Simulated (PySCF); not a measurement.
An unknown is described by computed data only.

Formula: C7H10Si.

- Rotational structure: rotational constants A, B, C: 4.059, 1.054, 0.860 GHz [PBE0-D3(BJ)/def2-SVP]
- Polarisability: 109.1 au [B3LYP/def2-SVPD]
- UV, first state: lowest singlet excitation: 5.25 eV (236 nm, f = 0.001) [TDDFT B3LYP/def2-SVPD]
- 1H NMR: chemical shifts (computed TMS as zero) by class: 7.64 (2 H), 7.46 (2 H), 7.46 (1 H), 4.71 (2 H), 0.51 (3 H) ppm [GIAO PBE0/pcSseg-1]
- 13C NMR: chemical shifts (computed TMS as zero) by class: 140.6 (2 C), 137.9 (1 C), 135.1 (1 C), 133.4 (2 C), -8.2 (1 C) ppm [GIAO PBE0/pcSseg-1]
- Valence photoelectron: vertical ionisation energy: 9.01 eV [ΔSCF B3LYP/def2-SVPD]

Electronic properties: PySCF, gas phase, density fitting. Levels stand in brackets. Geometry: PBE0-D3(BJ)/def2-SVP, one conformer, isolated molecule. Each NMR value is the plain mean over a class of atoms that symmetry, rotation or inversion makes alike.

Question: What is the compound? Reason from the data.

Answer: Numbering: `[CH3:1][SiH2:2][c:3]1[cH:4][cH:5][cH:6][cH:7][cH:8]1`. Its formula, C7H10Si, gives 4 degrees of unsaturation: 1 ring and 3 π bonds in the structure found (Kekulé form). 7 carbons fall into 5 classes; from least to most shielded: aromatic CH carbon [C4/C8] (140.6 ppm, 2 C, up to 2.1 ppm apart in this geometry), substituted aromatic carbon [C3] (137.9 ppm), aromatic CH carbon [C6] (135.1 ppm), aromatic CH carbon [C5/C7] (133.4 ppm, 2 C), Si-methyl carbon [C1] (-8.2 ppm). Hydrogen classes from least to most shielded: 2 H on the ortho carbons, C4/C8 (7.64 ppm), 2 H on the meta carbons, C5/C7 (7.46 ppm), 1 H on the para carbon, C6 (7.46 ppm), 2 H on an SiH2 silicon, Si2 (4.71 ppm), 3 H on an Si-methyl carbon, C1 (0.51 ppm). The first electron is taken from the HOMO, whose largest Löwdin shares are 0.23 on the substituted aromatic carbon, 0.22 on an aromatic CH carbon, 0.13 on an aromatic CH carbon and 0.12 on an aromatic CH carbon. The optimised geometry has point group C1 and is an asymmetric top. Structure: `C[SiH2]c1ccccc1`. The assignments are read from this structure; whether some other isomer fits the data as well wasn't checked.

The values belong to the conformer `[CH3:1][SiH2:2][c:3]1[cH:4][cH:5][cH:6][cH:7][cH:8]1`: C1–Si2–C3–C4 23°.
